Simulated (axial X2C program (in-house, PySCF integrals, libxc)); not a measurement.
# Ω levels of OSmS from open-shell CI on f(δφ)4 f(π)0

Calculated with an in-house all-electron X2C program for linear molecules (integrals from PySCF): two-component X2C with atomic mean-field Coulomb and Gaunt terms, basis O dyall-v3z, Sm dyall-v3z, S dyall-v3z (cores contracted in-house). Orbitals come from Hartree–Fock averaged over the configuration Sm f(δφ)4 f(π)0; CI then distributes these electrons over the f(δφ), f(π) shells of Sm.

O–Sm–S held linear, bonds 1.734 and 2.150 Å (the second held) (near the minimum of the configuration average).

Active spinors (ω > 0):

```json
{"shell": "f(δφ)", "ω": "3/2", "ε (eV)": "-2.03", "character": "99% Sm f"}
{"shell": "f(δφ)", "ω": "5/2", "ε (eV)": "-1.67", "character": "100% Sm f"}
{"shell": "f(δφ)", "ω": "7/2", "ε (eV)": "-0.22", "character": "100% Sm f"}
{"shell": "f(δφ)", "ω": "5/2", "ε (eV)": "-0.15", "character": "100% Sm f"}
{"shell": "f(π)", "ω": "1/2", "ε (eV)": "7.48", "character": "67% Sm f, 15% Sm p, 9% Sm d"}
{"shell": "f(π)", "ω": "3/2", "ε (eV)": "7.51", "character": "67% Sm f, 14% Sm p, 10% Sm d"}
```

Lowest levels of this model:

```csv
Ω,energy (cm⁻¹),g∥,μ (D),configuration
0,0,0.00,-0.98,100% f(δφ)4
1,1375,3.59,-0.98,100% f(δφ)4
2,4470,7.21,-0.97,100% f(δφ)4
0,11961,0.00,-0.99,100% f(δφ)4
6,12017,13.82,-1.00,100% f(δφ)4
5,12959,11.25,-0.98,100% f(δφ)4
5,14498,11.00,-0.98,100% f(δφ)4
0,16334,0.00,-1.00,100% f(δφ)4
4,16407,6.75,-0.97,100% f(δφ)4
10,16668,20.64,-0.97,100% f(δφ)4
1,17874,2.44,-0.98,100% f(δφ)4
5,19402,10.13,-0.97,100% f(δφ)4
4,19692,8.60,-0.97,100% f(δφ)4
6,19952,12.15,-0.98,100% f(δφ)4
0,22580,0.00,-1.00,100% f(δφ)4
7,23316,15.36,-0.97,100% f(δφ)4
1,24185,3.17,-0.98,100% f(δφ)4
2,24910,5.44,-0.98,100% f(δφ)4
3,24913,4.64,-0.97,100% f(δφ)4
0,26491,0.00,-0.99,100% f(δφ)4
1,27142,2.33,-0.98,100% f(δφ)4
```

g∥ is the magnitude of 2⟨Lz + ge Sz⟩ for the +Ω component. μ is positive if the S end is positive.

This point took 2.7 s on 1 thread of Arm Neoverse V2, with other jobs on the host.

There is no dynamic correlation: spin–orbit spacings and, for f shells, spacings inside one term are the most reliable numbers, splittings between terms come out too wide, and energies between configurations are not reliable, so the lowest level need not be the ground state of the molecule. At most 6 roots were kept for each Ω > 0 (twice that for Ω = 0) within 3.5 eV of the lowest, so higher up levels can be missing between those listed; levels with Ω > 0 are doubly degenerate and listed once, Ω = 0 levels singly. States that fill the shells left empty in the average are placed too high. The molecule was held linear; bending was not examined.
